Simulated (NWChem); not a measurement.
**Basis-set convergence for H4AlFO**

```xyz
7

Al    -0.5814    -0.4987    -0.0177
H     -0.6887    -1.2707     1.3865
H     -1.0654    -1.1001    -1.4140
F     -0.6147     1.2189     0.0945
O      1.4418    -0.2790    -0.1473
H      1.3979     0.7047    -0.0667
H      1.9129    -0.5888     0.6521
```
Charge 0, spin multiplicity 1.

Program: NWChem. Structure: optimised with PBE/def2-SVP, a minimum by its harmonic frequencies.

Quantity: first vertical ionisation energy at the level G0W0@PBE0.

GW and range-separated runs recompute their integrals, the others keep them in memory, which bears on the times. The structure started from a generated list of species.

The cost column gives rough processor time relative to def2-SVP; each entry includes its own SCF.

```
basis       functions  first vertical ionisation energy (eV)  relative cost
----------  ---------  -------------------------------------  -------------
def2-SVP           66                                      ?              1
def2-SVPD         102                                  10.44        under 3
def2-TZVP         123                                      ?              5
def2-TZVPD        159                                      ?              7
```

Problem. Complete the blanks.

Solution. 
- def2-SVP, first vertical ionisation energy (eV): 10.34
- def2-TZVP, first vertical ionisation energy (eV): 10.52
- def2-TZVPD, first vertical ionisation energy (eV): 10.54
